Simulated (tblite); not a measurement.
Compound: C4H9O2PSi.
Geometry (GFN2-xTB, Å), atoms numbered from 1 in this order:
```
atom  x, y, z in Å
C1    -2.6884   -0.8098    0.1473
O2    -1.3143   -1.1148    0.0352
C3    -0.4647   -0.0620    0.3994
C4    -0.3427    1.1144   -0.5552
O5    -1.1330    1.5265   -1.3583
C6     1.1178    1.4835   -0.4026
Si7    1.4417   -0.3049    0.2140
P8     2.5432   -0.4177    2.1574
H9    -3.2261   -1.7133   -0.1333
H10   -2.9431   -0.5365    1.1794
H11   -2.9705    0.0071   -0.5213
H12   -0.7215    0.3198    1.4025
H13    1.5519    1.8839   -1.3148
H14    1.2451    2.2285    0.3821
H15    1.7553   -1.2240   -0.8827
H16    2.3564   -1.7807    2.3180
H17    3.7861   -0.5879    1.5724
```

Method: GFN2-xTB as coded in tblite; computed harmonic values from a numerical Hessian at the method's own geometry, unscaled. Against measured fundamentals such values can be off by several per cent, at times by over 20. Modes of hydrogen on phosphorus and silicon can be 10 to 20 % off. One conformer, not necessarily the lowest.

Harmonic wavenumbers (cm⁻¹): 57.9, 70.8, 90.7, 110.9, 122.1, 174.8, 183.1, 246.8, 330.9, 391.1, 464.5, 529.4, 545.3, 578.3, 608.4, 674.6, 689.6, 709.5, 719.8, 778.8, 841.2, 963.4, 1005.8, 1037.9, 1081.0, 1121.8, 1132.1, 1134.7, 1138.0, 1177.8, 1272.2, 1401.4, 1415.1, 1466.9, 1483.9, 1805.8, 2238.5, 2303.8, 2379.5, 2790.2, 2901.7, 2968.5, 2984.8, 3023.6, 3026.1.

A = 2340, B = 878.5, C = 692.4 MHz; mass 148.011 u (most abundant isotopes); point group C1, symmetry number 1.

Q: Zero-point energy?

A: Half the sum of the wavenumbers: 26086 cm⁻¹ = 312.06 kJ/mol.

Q: Entropy at 200 K, 1 bar (ideal gas, RRHO, classical rotation)?

A: Translation 162.88, rotation 119.71, vibration 90.95: S = 373.5 J/(mol K).

Q: And Cp and H(200 K) − H(0)?

A: Cp = 126.78 J/(mol K), of which vibrations give 93.52 (their classical limit is 45 R = 374.2); H(200 K) − H(0) = 16.53 kJ/mol without the zero-point energy, 9.87 from vibrations.

Q: Blend soft modes into free rotors: weight 1/[1 + (100 cm⁻¹/ν̃)⁴] for the oscillator and the rest for a rotor with moment μB/(μ + B), μ = h/(8π²ν), B = 10⁻⁴⁴ kg m². What vibrational entropy results?

A: 85.55 J/(mol K) in place of 90.95, which changes −T·S at 200 K by +1.08 kJ/mol.

Q: How do the functions run with temperature in this model?

A: 
```
T (K)  S (J/(mol K))  Cp (J/(mol K))  H − H(0) (kJ/mol)  G − H(0) (kJ/mol)  ln q(vib)
  100          301.4            86.1               5.89             -24.25       1.95
  300          432.8           167.7              31.27             -98.56       7.90
  500          534.9           233.7              71.84            -195.64      13.41
  800          659.3           294.7             151.94            -375.52      20.92
 1000          728.0           320.7             213.62            -514.41      25.44
```

q(vib) and H(0) count from the zero-point level.

Hindered rotation and anharmonicity are outside this model. Other conformers, if any are populated, would add a mixing term that is left out. The structure is chiral; the term R ln 2 for an equal mix with its mirror image is left out.
